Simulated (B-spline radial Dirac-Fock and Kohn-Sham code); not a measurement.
# What relativity does to the binding energies of Pm⁵⁵⁺

System: Pm⁵⁵⁺, configuration [He] 2s2 2p2.

Both columns are ΔSCF binding energies of the configuration average from a radial atomic solver: non-relativistic Hartree-Fock with a point nucleus, and Dirac-Fock with a finite nucleus and the Coulomb interaction alone, averaged over the two j levels with weights 2j+1.

```tsv
shell	Hartree-Fock (eV)	Dirac-Fock (eV)	shift (eV)	shift (%)
1s	48198.3	50791.7	+2593.42	+5.38
2s	11288.2	12049.7	+761.46	+6.75
2p	11137.5	11446.9	+309.40	+2.78
```

Relativity binds 1s, 2s, 2p more strongly, among those listed most of all 2s in relative terms.

Values without a named source are computed, but for edge energies of neutral atoms, which are taken from tables.
